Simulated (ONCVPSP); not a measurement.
**What one change does to a pseudopotential (Co, ONCV)**

Co, optimised norm-conserving Vanderbilt (ONCV), made with ONCVPSP 4.0.1 (PBE, scalar-relativistic). Core [Ne], reference 3s2 3p6 3d7 4s2. Waves: 3s+4s: rc 1.25 bohr, ncon 4, nbas 9, qcut 12.7 1/bohr, 2 projectors; 3p: rc 1.05 bohr, ncon 4, nbas 9, qcut 14.3 1/bohr, 2 projectors, debl 0.8 Ha; 3d: rc 0.85 bohr, ncon 5, nbas 8, qcut 11.4 1/bohr, local. Local part: the d channel. Core correction: none.

In the p channel the program set the typed energies aside and used -2.412, 0.250 Ha.

Change: p: rc 1.28.

Cutoffs: the cutoffs (Ha) at which the residual kinetic energy of the hardest occupied pseudo-wave falls to 1 and 0.1 mHa per electron; they do not see the model core or the augmentation charge, which bear on the density cutoff. Errors are all-electron minus pseudo energies relative to the spin-unpolarised reference configuration.

Task: What does the change do?

Result: The potential gets neither clearly harder nor softer (290 Ha and 329 Ha → 290 Ha and 329 Ha); the bound ghost in p disappears; the errors of the 4 common tests hardly move.

| quantity | base | changed |
| --- | --- | --- |
| cutoff, loose | 290 Ha | 290 Ha |
| cutoff, tight | 329 Ha | 329 Ha |
| loose cutoff by channel | s 46 Ha, p 35 Ha, d 290 Ha | s 46 Ha, p 41 Ha, d 290 Ha |
| bound ghosts | p | none |
| GHOST(+) flags under 300 eV | s at 100.9 eV | s at 100.9 eV |
| error for 3s2 3p6 3d7 4s1, meV [ΔE 9.03 eV] | -0.4 | -0.4 |
| error for 3s2 3p6 3d7 4s0, meV [ΔE 25.82 eV] | 0.0 | 0.0 |
| error for 3s2 3p6 3d6 4s0, meV [ΔE 61.69 eV] | -9.5 | -9.0 |
| error for 3s2 3p6 3d8 4s1, meV [ΔE -1.20 eV] | -2.1 | -2.0 |
| s: phases at 1.27 bohr within 0.05 rad from the reference energy up to (Ha; the scan ends near 5) | 3.3 | 3.3 |
| d: phases at 0.86 bohr within 0.05 rad from the reference energy up to (Ha; the scan ends near 5) | to the end of the scan | to the end of the scan |

 A true bound ghost makes a file unfit for plane-wave use even where its test errors are small: the radial tests pick states by their node count and pass the ghost by.
